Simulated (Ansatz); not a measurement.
`[OH][Al]([OH])[SeH]` + CH₄ → `[CH3][Al]([OH])[OH]` + H₂Se  (formal exchange of groups at the Al–Se bond)

Program: Ansatz. Geometries: PBE0-D4/def2-TZVP. ΔE: electronic, gas phase. CCSD(T)/CBS is the MP2 limit (def2-TZVPP, def2-QZVPP) plus CCSD(T) − MP2 in def2-TZVPP, frozen cores. This one scheme is used for every species. Functionals use def2-TZVPP. B3LYP here is the variant with VWN-RPA as its local correlation; programs differ in this. For Se outer-core shells are correlated without core-valence functions, which leaves a few kJ/mol of doubt a bond. Scalar relativity is left out up to krypton. One conformer a species, not always the lowest.

```json
{"level": "PBE-D4", "ΔE (kJ/mol)": "113.3", "difference from CCSD(T)/CBS": "-4.8"}
{"level": "PBE0-D4", "ΔE (kJ/mol)": "117.4", "difference from CCSD(T)/CBS": "-0.7"}
{"level": "B3LYP-D4", "ΔE (kJ/mol)": "114.3", "difference from CCSD(T)/CBS": "-3.8"}
{"level": "BHLYP-D4", "ΔE (kJ/mol)": "120.1", "difference from CCSD(T)/CBS": "2.0"}
{"level": "PBE-QIDH", "ΔE (kJ/mol)": "120.5", "difference from CCSD(T)/CBS": "2.4"}
{"level": "HF/def2-SVP", "ΔE (kJ/mol)": "119.9", "difference from CCSD(T)/CBS": "1.8"}
{"level": "CCSD/def2-SVP", "ΔE (kJ/mol)": "112.3", "difference from CCSD(T)/CBS": "-5.8"}
{"level": "HF/def2-QZVPP", "ΔE (kJ/mol)": "123.3", "difference from CCSD(T)/CBS": "5.2"}
{"level": "MP2/def2-QZVPP", "ΔE (kJ/mol)": "121.8", "difference from CCSD(T)/CBS": "3.7"}
{"level": "HF/CBS(def2)", "ΔE (kJ/mol)": "123.2", "difference from CCSD(T)/CBS": "5.1"}
{"level": "CCSD(T)/CBS", "ΔE (kJ/mol)": "118.1", "difference from CCSD(T)/CBS": "0"}
```

Largest T1 diagnostic among the species: 0.012.

From BLYP to BHLYP (50 % exact exchange), in def2-TZVPP and without D4, ΔE moves by +8.4 kJ/mol. Leaving LDA and LC-ωPBE aside and taking each functional with its dispersion term where it has one, the values, not all of them listed here, spread over 10.1 kJ/mol, from BLYP-D4 to r2SCAN0-D4. LDA lies −4.5 kJ/mol from PBE without D4.
